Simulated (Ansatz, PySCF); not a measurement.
Reaction 2 R1 → P1, each structure at its B3LYP-D3(BJ)/def2-TZVP stationary point, reached from a drawn start (curvature not checked).
R1: OH (SMILES [OH]), charge 0, multiplicity 2.
P1, H2O2 (SMILES OO) (charge 0, multiplicity 1, Z-matrix in Å and degrees):
```
O
H 1 0.9680
O 1 1.4504 2 100.56
H 3 0.9681 1 100.56 2 -115.72
```

P less R. No zero-point or thermal terms; singlets are restricted closed shells; open shells are unrestricted; no spin–orbit coupling.

The values were computed with Ansatz (a program for electronic structure); PySCF for the D3/D4 terms. No computed number here is a measurement.

One of these levels gives -2.215 eV for the reaction energy. Which one is it?
A. BLYP-D3(BJ)/def2-TZVPPD
B. SVWN5/def2-TZVPPD
C. r2SCAN-D4/def2-TZVPPD

C, r2SCAN-D4/def2-TZVPPD. The others give -3.751 (SVWN5/def2-TZVPPD), -2.463 (BLYP-D3(BJ)/def2-TZVPPD)
